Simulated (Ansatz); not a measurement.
One change: `B[AsH]CO` becomes `OC[AsH2]`.

Ansatz, PBE0-D4/def2-TZVP geometries, multiplicity 1. Each molecule was computed in one conformer, which needn't be the lowest.

Scalar relativity is left out up to krypton.

| property | `B[AsH]CO` |
| --- | --- |
| size of the dipole moment (ωB97M-V/def2-TZVPP) / D | 2.03 |
| size of the dipole moment (B3LYP/def2-TZVPP) / D | 2.10 |
| size of the dipole moment (PBE/def2-TZVPP) / D | 2.21 |
| HOMO–LUMO gap (B3LYP/def2-TZVPP) / eV | 4.92 |
| HOMO energy (B3LYP/def2-TZVPP) / eV | -6.84 |
| ideal-gas entropy at 298 K and 1 bar (rigid rotor, harmonic PBE0-D4/def2-TZVP) / J/(mol·K) | 335 |

Problem. What does the change do to each property? (An estimate is asked.)

Solution. The calculation gave: 
```tsv
property	`OC[AsH2]`	shift
size of the dipole moment (ωB97M-V/def2-TZVPP) / D	1.51	-0.52
size of the dipole moment (B3LYP/def2-TZVPP) / D	1.47	-0.63
size of the dipole moment (PBE/def2-TZVPP) / D	1.47	-0.74
HOMO–LUMO gap (B3LYP/def2-TZVPP) / eV	6.74	1.82
HOMO energy (B3LYP/def2-TZVPP) / eV	-6.91	-0.07
ideal-gas entropy at 298 K and 1 bar (rigid rotor, harmonic PBE0-D4/def2-TZVP) / J/(mol·K)	301	-34
```

With PBE0 the HOMO falls by 0.07 eV and the LUMO rises by 1.85 eV, so the gap widens by about 1.92 eV. PBE moves the HOMO by 0.16 eV and ωB97M-V by -0.15 eV. The zero-point energy changes by -33.8 kJ/mol with -6 modes. Dipoles are sizes alone; their direction can turn.

B3LYP here is the variant with VWN-RPA as its local correlation; programs differ in this.
